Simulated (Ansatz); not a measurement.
Reaction (formal exchange of groups at the Al–C bond): `N=[C](O)[AlH][F]` + `[OH][AlH][SH]` → `[OH][Al]([SH])[AlH][F]` + `N=CO`

Calculated with Ansatz (gas phase, PBE0-D4/def2-TZVP geometries, no zero-point term in ΔE). CCSD(T)/CBS adds triple-zeta CCSD(T) − MP2 to the extrapolated MP2 energy (def2 sets, frozen cores). This one scheme is used for every species. DFT in def2-TZVPP. Each species was taken in one conformer, which may not be the lowest.

| level | ΔE (kJ/mol) |
| --- | --- |
| revPBE | -37.4 |
| HF/CBS(def2) | -32.4 |

Task: What does CCSD(T)/CBS give? (Best estimate.)

Result: Computed: -28.7 kJ/mol. The listed levels differ from it by -8.7, -3.7 kJ/mol.

Largest T1 diagnostic among the species: 0.015.

From BLYP to BHLYP (50 % exact exchange), in def2-TZVPP and without D4, ΔE moves by −4.1 kJ/mol. In def2-TZVPP, CCSD(T) changes the Hartree–Fock value by +4.1 kJ/mol (the triples alone add +1.4 kJ/mol) and MP2 by +10.8 kJ/mol. At CCSD(T), def2-SVP lies +6.1 kJ/mol from the extrapolated value and def2-TZVPP +0.2 kJ/mol.
